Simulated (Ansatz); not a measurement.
Geometry optimisation, Ansatz 0.2.0, RKS PBE/def2-SVP.

Input file:

```yaml
crystal:
  periodic: [false, false, false]
  atoms:
    - { symbol: Ta, position_ang: [-0.121987, -0.156905, -0.241383] }
    - { symbol: F, position_ang: [1.782658, -0.068443, -0.434765] }
    - { symbol: O, position_ang: [0.067193, -0.20357, 1.687144] }
    - { symbol: H, position_ang: [-0.280052, -0.766137, 2.399959] }
    - { symbol: O, position_ang: [-0.318985, -0.669885, -2.078838] }
    - { symbol: H, position_ang: [-0.728804, -1.3814, -2.599141] }
    - { symbol: O, position_ang: [-0.98283, 1.532289, -0.38022] }
    - { symbol: H, position_ang: [-1.028511, 2.166147, 0.367011] }
    - { symbol: F, position_ang: [-1.312326, -1.631179, 0.086617] }
    - { symbol: Si, position_ang: [1.422555, 2.501287, 1.940171] }
    - { symbol: H, position_ang: [1.835204, 1.878657, 3.243363] }
    - { symbol: H, position_ang: [2.022281, 3.882033, 1.829886] }
    - { symbol: H, position_ang: [-0.075274, 2.698179, 1.940572] }
    - { symbol: H, position_ang: [1.850379, 1.672127, 0.793823] }
basis:
  gaussian: { orbitals: def2-SVP }
hamiltonian:
  xc: pbe
relax:
  f_tol: 0.03
  max_steps: 50
```

Run as:

```bash
$ ansatz run input.yaml --threads 4 --pin off --max-ram 5120MiB --backend cpu --events-out ev --progress --plain --runs-dir out
```

Task: Where does it end, and by what steps?

Result: It converged. After 15 steps the energy has fallen by 0.174 eV; H14 moved furthest, 1.05 Å.

```json
{"step": "0", "energy less start (eV)": "0.0000", "largest force component (eV/Å)": "0.468", "accepted": "yes"}
{"step": "1", "energy less start (eV)": "-0.1090", "largest force component (eV/Å)": "0.203", "accepted": "yes"}
{"step": "2", "energy less start (eV)": "-0.1357", "largest force component (eV/Å)": "0.122", "accepted": "yes"}
{"step": "3", "energy less start (eV)": "-0.1339", "largest force component (eV/Å)": "0.356", "accepted": "no"}
{"step": "4", "energy less start (eV)": "-0.1459", "largest force component (eV/Å)": "0.061", "accepted": "yes"}
{"step": "5", "energy less start (eV)": "-0.1513", "largest force component (eV/Å)": "0.104", "accepted": "yes"}
{"step": "6", "energy less start (eV)": "-0.1555", "largest force component (eV/Å)": "0.114", "accepted": "yes"}
{"step": "7", "energy less start (eV)": "-0.1604", "largest force component (eV/Å)": "0.121", "accepted": "yes"}
{"step": "8", "energy less start (eV)": "-0.1645", "largest force component (eV/Å)": "0.128", "accepted": "yes"}
{"step": "9", "energy less start (eV)": "-0.1683", "largest force component (eV/Å)": "0.095", "accepted": "yes"}
{"step": "10", "energy less start (eV)": "-0.1709", "largest force component (eV/Å)": "0.048", "accepted": "yes"}
{"step": "11", "energy less start (eV)": "-0.1723", "largest force component (eV/Å)": "0.050", "accepted": "yes"}
{"step": "12", "energy less start (eV)": "-0.1732", "largest force component (eV/Å)": "0.034", "accepted": "yes"}
{"step": "13", "energy less start (eV)": "-0.1738", "largest force component (eV/Å)": "0.048", "accepted": "yes"}
{"step": "14", "energy less start (eV)": "-0.1742", "largest force component (eV/Å)": "0.031", "accepted": "yes"}
{"step": "15", "energy less start (eV)": "-0.1745", "largest force component (eV/Å)": "0.019", "accepted": "yes"}
```

```xyz
14
Properties=species:S:1:pos:R:3
Ta -0.138 -0.364 -0.495
F 1.634 -0.632 -1.108
O 0.505 -0.156 1.325
H 0.270 -0.577 2.170
O -0.897 -1.006 -2.131
H -1.520 -1.678 -2.452
O -0.690 1.445 -0.690
H -0.498 2.103 0.013
F -1.370 -1.586 0.335
Si 1.382 2.764 2.318
H 1.201 1.868 3.508
H 1.719 4.152 2.787
H 0.075 2.861 1.565
H 2.459 2.259 1.407
```

Whether the end is a true minimum wasn't checked by a vibrational analysis.

Run time: 44 s on 4 threads of Arm Neoverse V2, with other jobs on the host, peak memory 0.23 GiB.
